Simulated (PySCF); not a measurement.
Removing the step error of a finite difference

System: H$_{3}$Cl$_{3}$Si$_{2}$ (SMILES [SiH3][Si](Cl)(Cl)Cl), singlet, at a GFN2-xTB geometry. Level: CAMB3LYP/6-31G, polarisability (PySCF). Sums are taken with unrounded values, so a last digit can differ.

Second differences of the energy in a field along z gave a polarisability along z of 67.800 bohr³ at step 0.005 and 68.256 bohr³ at step 0.05 (atomic units).

Q: Extrapolate to zero step.

A: The leading error of a symmetric difference goes as h², so A(h) = A0 + c h². Then c = (68.256 - (67.800))/(0.05² - 0.005²) = 184 (atomic units) and A0 = 67.800 - c × 0.005² = 67.795 bohr³. The analytic value from the same program and level is 67.796 bohr³: the smaller step missed it by 0.004, the extrapolation by 0.000.
